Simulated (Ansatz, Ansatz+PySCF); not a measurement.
```json
{"atom": "Ti", "x (Å)": "0.0000", "y (Å)": "0.0000", "z (Å)": "0.0000"}
{"atom": "Cl", "x (Å)": "1.3436", "y (Å)": "1.3436", "z (Å)": "1.3436"}
{"atom": "Cl", "x (Å)": "1.3436", "y (Å)": "-1.3436", "z (Å)": "-1.3436"}
{"atom": "Cl", "x (Å)": "-1.3436", "y (Å)": "1.3436", "z (Å)": "-1.3436"}
{"atom": "Cl", "x (Å)": "-1.3436", "y (Å)": "-1.3436", "z (Å)": "1.3436"}
```

RHF-MP2 on singlet TiCl₄ was run in several spherical basis sets with Ansatz (development build ahead of 0.2.0). Frozen core: 25 orbitals. Caution: other spin multiplicities were not run. Caution for RHF-MP2: no unrestricted run beside it, a lower state can exist.

(1) Rank the basis sets by the total energy that they give, lowest first, with the distance from the lowest.
A. def2-SVP
B. cc-pVDZ
C. 6-31G(d)

Results:

(1) B (0.00 eV), C (6.68 eV), A (21.05 eV).

Totals follow the description of the cores as much as that of the bonds, so this order isn't one of quality for chemistry.
